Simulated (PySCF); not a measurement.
Electron correlation in Mn⁺ (manganese, charge +1)

[Ar] 3d6, high-spin 5D determinant (an excited configuration). Calculation: PySCF 2.14, in x2c-QZVPPall (11s7p5d4f2g, 103 functions); scalar relativity by spin-free X2C-1e. Frozen: [Ne]; 14 electrons correlated.

MP2 pair energies summed by pair of shells (mhartree):

```json
{"pair": "3p-3d", "energy": "-192.48", "share (%)": "39.6"}
{"pair": "3d-3d", "energy": "-142.84", "share (%)": "29.4"}
{"pair": "3p-3p", "energy": "-74.20", "share (%)": "15.3"}
{"pair": "3s-3d", "energy": "-38.14", "share (%)": "7.8"}
{"pair": "3s-3p", "energy": "-33.54", "share (%)": "6.9"}
{"pair": "3s-3s", "energy": "-5.13", "share (%)": "1.1"}
```

Total MP2 correlation energy: -486.33 mhartree.

Same-spin part -170.38 and opposite-spin part -315.95 mhartree; SCS-MP2 scales them by 1/3 and 6/5 to -435.93 mhartree.

This basis was not built for core-valence correlation, so the inner-shell part is incomplete.
